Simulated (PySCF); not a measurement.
Compound: 1,1-dimethylbutylamine, C₆H₁₅N.
Structure used (PBE0-D3(BJ)/def2-SVP), in Å, numbered top down from 1:
```
atom  x, y, z in Å
C1     2.8968   -0.0377    0.0027
C2     1.4603   -0.5012    0.1862
C3     0.4464    0.6118   -0.0373
C4    -1.0299    0.1802   -0.0553
C5    -1.4225   -0.5031    1.2537
C6    -1.9027    1.4253   -0.2580
N7    -1.2016   -0.7928   -1.1331
H8     3.6119   -0.8583    0.1668
H9     3.0658    0.3498   -1.0153
H10    3.1541    0.7714    0.7058
H11    1.3388   -0.9163    1.2007
H12    1.2282   -1.3244   -0.5081
H13    0.6625    1.1027   -1.0053
H14    0.5750    1.3988    0.7267
H15   -2.5004   -0.7342    1.2615
H16   -1.2142    0.1453    2.1182
H17   -0.8767   -1.4482    1.3808
H18   -1.6320    1.9431   -1.1927
H19   -2.9673    1.1471   -0.3214
H20   -1.7913    2.1457    0.5682
H21   -1.0317   -0.3436   -2.0325
H22   -2.1673   -1.1170   -1.1569
```

Method used: TDDFT B3LYP/def2-SVPD, vertical, gas phase, core orbitals frozen in the response in PySCF.

Frontier orbitals with the atoms that hold most of them (Löwdin shares over 4%, at most four atoms; ? is withheld):

```csv
orbital,ε (eV),atoms
HOMO-3,-8.87,"C2 24%, C3 18%, H12 11%, C1 11%"
HOMO-2,-8.68,"C3 19%, C4 15%, C2 12%, C5 11%"
HOMO-1,-8.63,?
HOMO,?,"N7 61%, C4 9%, C6 9%, H22 6%"
LUMO,0.26,?
LUMO+1,0.93,"C1 28%, H8 11%, H10 10%, H9 9%"
LUMO+2,1.20,"C5 15%, H13 10%, H17 10%, H11 10%"
```

Question: Give the leading atoms of the LUMO.

Answer: C6 (bonded to C and 3 H) 14%; C5 (bonded to C and 3 H) 9%; H22 (bonded to N) 8%; H21 (bonded to N) 8%. By element: carbon 23% or more, hydrogen 16% or more.

Question: Which atoms hold the HOMO-1, and with what shares?

Answer: C2 (bonded to 2 C and 2 H) 19%; C3 (bonded to 2 C and 2 H) 16%; C1 (bonded to C and 3 H) 11%; C4 (bonded to 3 C and N) 10%.

Question: What is the HOMO energy, and the HOMO–LUMO gap?

Answer: ε(HOMO) = -6.65 eV; the gap is 6.91 eV (0.2538 hartree).

Question: The HOMO–LUMO gap is 6.91 eV. Where does the response calculation put the lowest singlet, and from which orbitals?

Answer: S1 is at 5.95 eV (f = 0.030), 0.96 eV below the gap, made of HOMO→LUMO (96%). Without the coupling terms of the response equations the lowest excitation would equal the gap.

Question: Give energy, strength and leading configuration of S1 and S2, and follow the Löwdin shares of the leading atoms from the occupied to the empty orbital.

Answer: 
- S1 (5.95 eV, f 0.030), HOMO→LUMO (96%): N7 61% → at most 8%, C4 9% → at most 8%, C6 9% → 14%, C5 at most 6% → 9%
- S2 (6.90 eV, f 0.0016), HOMO→LUMO+1 (91%): N7 61% → at most 9%, C4 9% → at most 9%, C1 at most 6% → 28%, H8 at most 6% → 11%

One conformer stands for the species.
